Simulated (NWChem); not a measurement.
CH₃Be cation; SMILES [Be+][CH3]

Computed with NWChem. Pople sets run with spherical d functions. Geometry: optimised at PBE0/def2-SVP. Total energies compare along this basis series because the functional is fixed.

```csv
level,basis functions,energy (Ha),highest occupied level (eV),orbital gap (eV)
Hartree-Fock/STO-3G,13,-53.2793,[?],[?]
Hartree-Fock/3-21G,24,-53.6183,-18.40,11.22
Hartree-Fock/6-31G*,34,-53.9161,-18.38,11.27
Hartree-Fock/6-31+G*,42,-53.9166,-18.39,11.21
Hartree-Fock/6-311G**,54,-53.9316,-18.39,11.22
Hartree-Fock/6-311++G**,65,-53.9317,-18.39,11.21
```

Question: Fill in the missing entries.

Answer: 
- Hartree-Fock/STO-3G, highest occupied level (eV): -17.98
- Hartree-Fock/STO-3G, orbital gap (eV): 11.80
